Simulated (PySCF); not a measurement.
Compound: [Y(H2O)6]3+ (charge +3 and singlet state).
Bonds: Y1–O2, Y1–O5, Y1–O8, Y1–O11, Y1–O14, Y1–O17. Hydrogens: H3, H4 on O2; H6, H7 on O5; H9, H10 on O8; H12, H13 on O11; H15, H16 on O14; H18, H19 on O17.

Computed, not measured: PBE0-D3(BJ)/def2-SVP geometry optimisation, gas phase, def2 core potentials past Kr (PySCF).

**Question.** Give the optimised bond lengths and angles.

**Answer.** 
| bond | length (bohr) |
| --- | --- |
| Y1–O2 and 5 like bonds | 4.377 |
| O2–H3 and 11 like bonds | 1.846 |

Bonds in one row agree within 0.02 bohr and their mean is given. A selection of angles:
| angle | degrees |
| --- | --- |
| O2–Y1–O5 | 179.6 |
| O2–Y1–O8 | 90.5 |
| O2–Y1–O11 | 89.6 |
| Y1–O2–H3 | 127.9 |
| H3–O2–H4 | 104.1 |

All 6 O–Y bonds measure 2.314 to 2.317 Å. O2 (oxygen bonded to Y and 2 H) is planar (angles 128.0°, 127.9° and 104.1°, sum 360.0°, 0.00 Å off the plane of its three neighbours). Y1 (yttrium bonded to 6 O) is octahedral (the three widest angles are 179.8°, 179.6° and 179.6°, the others run from 89.4° to 90.8°).

No frequency check. The ion is multiply charged and computed without counter-ions or solvent.

The run took 5.3 min wall on an Intel Xeon Platinum 8259CL at 2.50 GHz with one thread, shared host, and the process peaked at 0.74 GiB of memory. This is the geometry optimisation.
